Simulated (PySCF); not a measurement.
Ge(F)2(OSiH3)2, SMILES [SiH3][O][Ge]([O][SiH3])([F])[F], B3LYP/def2-SVP optimised geometry.

```
13

F     -2.38    -1.52     1.45
Ge    -1.79    -0.81     0.00
F     -2.39     0.81     0.00
O     -2.42    -1.66    -1.37
Si    -1.84    -2.41    -2.76
O     -0.06    -0.81     0.00
Si     1.23    -0.57     1.05
H     -3.03    -2.85    -3.53
H     -0.99    -3.58    -2.39
H     -1.03    -1.44    -3.56
H      1.56    -1.85     1.74
H      0.89     0.47     2.07
H      2.39    -0.12     0.23
```

Density from B3LYP/def2-TZVP (PySCF) at that geometry.

Minimum of the electron density along straight lines between bonded atoms, close to the bond critical point (lines longer than 1.1 times the sum of covalent radii, or with two minima, are not listed):

| bond | length / Å | ρ at the minimum / e bohr⁻³ | ∇²ρ there / e bohr⁻⁵ | position (fraction from the first atom) |
|---|---|---|---|---|
| F1–Ge2 | 1.721 | 0.149 | 0.85 | 0.52 |
| Ge2–F3 | 1.719 | 0.149 | 0.86 | 0.48 |
| Ge2–O4 | 1.728 | 0.157 | 0.77 | 0.48 |
| O4–Si5 | 1.681 | 0.122 | 0.70 | 0.59 |
| Ge2–O6 | 1.735 | 0.154 | 0.77 | 0.48 |
| O6–Si7 | 1.682 | 0.122 | 0.70 | 0.59 |
| Si5–H8 | 1.485 | 0.125 | 0.13 | 0.49 |
| Si5–H9 | 1.490 | 0.123 | 0.14 | 0.49 |
| Si5–H10 | 1.489 | 0.123 | 0.14 | 0.49 |
| Si7–H11 | 1.489 | 0.124 | 0.13 | 0.49 |
| Si7–H12 | 1.490 | 0.123 | 0.14 | 0.49 |
| Si7–H13 | 1.486 | 0.124 | 0.13 | 0.49 |
